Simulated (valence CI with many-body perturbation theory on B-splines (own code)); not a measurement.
Energy levels of Ti¹⁵⁺

Method: configuration interaction combined with many-body perturbation theory (CI+MBPT): five valence electrons over a frozen Dirac-Fock core [He], a basis of 11 s, 11 p, 10 d, 8 f, 5 g, 2 h functions for each j, with the one-electron correlation potential Σ1, the two-electron term Σ2, the three-electron term Σ3, Breit, model QED; selected CI, second order for the rest, scaled by the run's own slope (own B-spline code, finite nucleus).

No measured levels were compared; by estimate levels of excited configurations hold to 0.05 to 0.15 % of their energy, terms of the ground configuration to about 0.5 %. Among the levels kept, up to 5400 cm⁻¹ of a level comes from second order outside the variational space, and about a tenth of that is noise between levels of different J, which matters for small intervals.

Levels 181 to 199 of 199, with energies above the lowest level, 2s²2p³ ⁴S°_3/2. "Leading %" is the weight of the configuration and term that name the level; weights of strongly mixed levels are sums over their largest components and can fall short, so below about 35 % the name and the second component can differ from the true leading terms, or belong to a minority configuration. Lifetimes count E1, E2, E3, M1 and M2 decay at the calculated energies, and are blank where another channel may lead or the interval is too uncertain; long ones can be off by a factor of two.

| No. | Configuration | Term | J | E (Ry) | Leading % | Lifetime | Second component | g |
| --- | --- | --- | --- | --- | --- | --- | --- | --- |
| 181 | 2s2p³3d | ⁴D° | 5/2 | 53.488 | 77 | 192 fs | 8 % 2s2p³3d ⁴P° | 1.343 |
| 182 | 2s2p³3d | ²D° | 3/2 | 53.586 | 84 | 380 fs | 8 % 2s2p³3d ⁴D° | 0.834 |
| 183 | 2s2p³3p | ²P | 3/2 | 53.667 | 52 | 1.25 ps | 42 % 2s2p³3p ²D | 1.102 |
| 184 | 2s2p³3p | ²P | 1/2 | 53.675 | 93 | 1.72 ps | 4 % 2s2p³3p ²S | 0.738 |
| 185 | 2s2p³3d | ²F° | 5/2 | 53.725 | 91 | 490 fs | 4 % 2s2p³3d ²D° | 0.880 |
| 186 | 2s2p³3d | ²F° | 7/2 | 53.806 | 89 | 225 fs | 8 % 2s2p³3d ²G° | 1.128 |
| 187 | 2s2p³3d | ²D° | 5/2 | 53.842 | 85 | 237 fs | 10 % 2s2p³3d ²F° | 1.159 |
| 188 | 2s2p³3p | ²D | 5/2 | 53.969 | 91 | 1.53 ps | 5 % 2s2p³3p ⁴P | 1.221 |
| 189 | 2s2p³3p | ²P | 3/2 | 54.016 | 58 | 2.46 ps | 38 % 2s2p³3p ²D | 1.120 |
| 190 | 2s2p³3d | ²P° | 1/2 | 54.094 | 91 | 144 fs | 5 % 2s2p³3d ⁴D° | 0.670 |
| 191 | 2s2p³3p | ²P | 3/2 | 54.096 | 81 | 1.09 ps | 12 % 2s2p³3p ²D | 1.273 |
| 192 | 2s2p³3p | ²S | 1/2 | 54.129 | 54 | 2.07 ps | 38 % 2s2p³3p ²P | 1.489 |
| 193 | 2s2p³3d | ²P° | 3/2 | 54.241 | 92 | 131 fs |  | 1.311 |
| 194 | 2s2p³3p | ²P | 1/2 | 54.389 | 61 | 1.78 ps | 35 % 2s2p³3p ²S | 1.167 |
| 195 | 2s2p³3d | ⁴D° | 5/2 | 54.619 | 73 | 652 fs | 19 % 2s2p³3d ²D° | 1.315 |
| 196 | 2s2p³3d | ⁴D° | 3/2 | 54.624 | 60 | 569 fs | 34 % 2s2p³3d ²D° | 1.051 |
| 197 | 2s2p³3d | ⁴D° | 7/2 | 54.644 | 87 | 774 fs | 7 % 2s2p³3d ²F° | 1.397 |
| 198 | 2s2p³3d | ⁴D° | 1/2 | 54.665 | 89 | 394 fs | 7 % 2s2p³3d ²P° | 0.056 |
| 199 | 2s2p³3d | ²D° | 3/2 | 54.733 | 62 | 391 fs | 30 % 2s2p³3d ⁴D° | 0.952 |

Names give the largest LS component (configuration and term), which can be under half, so a name can repeat, a term be missing and a line seem to break the LS rules; names also repeat where a configuration has a term twice.
